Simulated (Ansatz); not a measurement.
Start from `CC(C)[O][Sn][Cl]` and change one atom or group to get `CC(C)[O][GaH][OH]`.

Ansatz, PBE0-D4/def2-TZVP geometries, multiplicity 1. Each molecule was computed in one conformer, which needn't be the lowest.

Elements past krypton have def2 core potentials. Scalar relativity is left out up to krypton.

```csv
property,`CC(C)[O][Sn][Cl]`
HOMO energy (B3LYP/def2-TZVPP) / eV,-7.44
size of the dipole moment (B3LYP/def2-TZVPP) / D,1.86
HOMO energy (PBE0/def2-TZVPP) / eV,-7.63
LUMO energy (PBE0/def2-TZVPP) / eV,-2.45
size of the dipole moment (ωB97M-V/def2-TZVPP) / D,1.86
LUMO energy (ωB97M-V/def2-TZVPP) / eV,-0.72
```

(1) Give the same properties after the change, and the shifts. (An estimate is asked.)

Answers

(1) The calculation gave: 
```json
{"property": "HOMO energy (B3LYP/def2-TZVPP) / eV", "`CC(C)[O][GaH][OH]`": "-7.62", "shift": "-0.18"}
{"property": "size of the dipole moment (B3LYP/def2-TZVPP) / D", "`CC(C)[O][GaH][OH]`": "1.99", "shift": "0.13"}
{"property": "HOMO energy (PBE0/def2-TZVPP) / eV", "`CC(C)[O][GaH][OH]`": "-7.85", "shift": "-0.22"}
{"property": "LUMO energy (PBE0/def2-TZVPP) / eV", "`CC(C)[O][GaH][OH]`": "-0.50", "shift": "1.95"}
{"property": "size of the dipole moment (ωB97M-V/def2-TZVPP) / D", "`CC(C)[O][GaH][OH]`": "1.99", "shift": "0.13"}
{"property": "LUMO energy (ωB97M-V/def2-TZVPP) / eV", "`CC(C)[O][GaH][OH]`": "1.15", "shift": "1.87"}
```

With PBE0 the HOMO falls by 0.22 eV and the LUMO rises by 1.95 eV, so the gap widens by about 2.17 eV. PBE moves the HOMO by 0.01 eV and ωB97M-V by -0.45 eV. Dipoles are sizes alone; their direction can turn.

B3LYP here is the variant with VWN-RPA as its local correlation; programs differ in this.

Positive LUMOs are unbound, so they and the gaps depend on the basis.
